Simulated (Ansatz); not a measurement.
```yaml
crystal:
  periodic: [false, false, false]
  atoms:
    - {symbol: Al, position_ang: [-1.770787, 1.512056, 0.413158]}
    - {symbol: C, position_ang: [-0.623081, 0.061192, 0.561675]}
    - {symbol: C, position_ang: [0.023099, -0.577766, 1.471113]}
    - {symbol: C, position_ang: [0.067952, -1.055734, -0.024315]}
    - {symbol: In, position_ang: [1.882064, -0.728381, -1.534228]}
    - {symbol: H, position_ang: [-2.231605, 2.413174, 1.692913]}
    - {symbol: H, position_ang: [-2.463620, 2.125000, -1.069024]}
    - {symbol: H, position_ang: [0.518989, -0.647368, 2.427668]}
    - {symbol: H, position_ang: [-0.439622, -1.951646, -0.271095]}
    - {symbol: H, position_ang: [2.440448, 0.845507, -1.175306]}
    - {symbol: H, position_ang: [2.223526, -1.878587, -2.454024]}
basis:
  gaussian: {orbitals: def2-TZVPP, final_grid: {core_spheres: 5, valence_spheres: 4, degree: 11}, point_charges: [{charge: 1.00, position_ang: [5.857, -0.555, 0.347]}]}
hamiltonian: {xc: {name: B2GP-PLYP}}
output: {forces: true}
```

```sh
$ ansatz run in.yaml --threads 4 --pin off --events-out ev --progress --plain --max-ram 10444MiB
```

It prints (some lines left out):

```
Functional definition: B2GP-PLYP
1774 factors; integrals over basis functions are off by at most 9.4e-4 eV
mean field evaluation 1: about -14944.2037 eV, gradient 4.9e1 eV
mean field evaluation 2: about -14944.3712 eV, gradient 4.9e1 eV
mean field evaluation 4: about -14950.6343 eV, gradient 5.1e0 eV
mean field evaluation 8: about -14950.7302 eV, gradient 4.6e-1 eV
mean field evaluation 16: about -14950.7317 eV, gradient 1.3e-3 eV
mean field -14950.73170587 eV, -549.4292562206 hartree, gradient 1.0e-5 eV, S^2 0.000000; 0 other end points of the search recorded, 0 dependent functions left out
12 core orbitals not correlated: weight in the atoms' cores, before any rotation towards them, 1.000 or more for the frozen orbitals, at most 0.000 for the correlated occupied ones
reference -14950.73189811 eV, -549.4292632853 hartree; 17, 17 occupied and 240, 240 virtual orbitals, 1774 factors
second order -26.86533156 eV of doubles, -0.00000000 eV of singles
Total energy: -14960.40341747 eV, -549.7846850662 hartree
Atom 0 at    -1.770787     1.512056     0.413158 Å, force    -2.070282     2.534355    -0.996061 eV/Å
Atom 1 at    -0.623081     0.061192     0.561675 Å, force    -1.657481     1.745113     0.252271 eV/Å
Atom 2 at     0.023099    -0.577766     1.471113 Å, force     1.687372    -1.291916    -0.474107 eV/Å
Atom 3 at     0.067952    -1.055734    -0.024315 Å, force     3.093186    -0.664923    -0.586641 eV/Å
Atom 4 at     1.882064    -0.728381    -1.534228 Å, force    -2.919298     2.333875     3.418920 eV/Å
Atom 5 at    -2.231605     2.413174     1.692913 Å, force     0.389577    -0.598477    -0.399483 eV/Å
Atom 6 at    -2.463620     2.125000    -1.069024 Å, force     0.853060    -0.835975     1.290316 eV/Å
Atom 7 at     0.518989    -0.647368     2.427668 Å, force    -0.430349     0.001572    -0.152629 eV/Å
Atom 8 at    -0.439622    -1.951646    -0.271095 Å, force    -0.635179    -0.688382    -0.062017 eV/Å
Atom 9 at     2.440448     0.845507    -1.175306 Å, force     0.500720     0.094920     0.007497 eV/Å
Atom 10 at     2.223526    -1.878587    -2.454024 Å, force     1.197129    -2.707234    -2.266648 eV/Å
Dipole moment:    -0.138912    -0.260050    -0.005277 e Å
```

It took 12 s on 4 threads of an Arm Neoverse V2 on a shared host, with 0.91 GiB of host memory at the peak.
